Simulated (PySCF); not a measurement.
Start geometry of `NCB(O)O` from GFN2-xTB (Å):
```
atom  x, y, z in Å
N1     1.669   -0.016   -0.455
C2     0.687   -0.106    0.645
B3    -0.834   -0.085    0.116
O4    -1.443   -1.251   -0.172
O5    -1.516    1.068   -0.141
H6     1.575   -0.836   -1.046
H7     1.458    0.792   -1.035
H8     0.912   -1.025    1.187
H9     0.899    0.729    1.321
H10   -2.329   -1.155   -0.524
H11   -1.074    1.887    0.076
```

Task: What comes out of this run: PBE0-D3(BJ)/def2-SVP geometry optimisation, gas phase (PySCF 2.14.0)?

Result: 
```
atom  x, y, z in Å
N1     1.4109   -0.5047   -1.2116
C2     0.8177    0.1077   -0.0263
B3    -0.7532   -0.0082    0.1486
O4    -1.4732   -0.6623   -0.8011
O5    -1.4346    0.5231    1.2091
H6     1.1860   -1.4987   -1.2139
H7     0.9371   -0.1434   -2.0385
H8     1.3103   -0.3095    0.8736
H9     1.1008    1.1785    0.0024
H10   -2.4142   -0.6667   -0.5910
H11   -0.8636    0.9699    1.8401
```

The energy falls by 12.2 kJ/mol over 19 energy and gradient evaluations, the largest force component goes from 0.0160 to 3.6e-04 Eh/bohr, and the atoms move by 0.947 Å rms after alignment. The bond that changes most is C2–B3 (sp3 carbon bound to nitrogen to three-coordinate boron), which shortens by 0.025 Å. Bonds longer at the end by more than 0.005 Å: 5 of 10; shorter: 2. Among the angles that change most is N1–C2–B3, from 112.5° to 117.5°. Among the dihedrals that turn most is H8–C2–B3–O5, from 155° to 56°. Rotational constants go from 7728, 3550, 2823 to 8937, 3538, 2608 MHz. The orientation of the end geometry is arbitrary; only internal coordinates are fixed.

The run used 100 basis functions and 132 SCF cycles in all.

No PBE0-D3(BJ)/def2-SVP frequencies stand behind this structure, so it isn't proved a minimum. The numbers are those of one conformer.
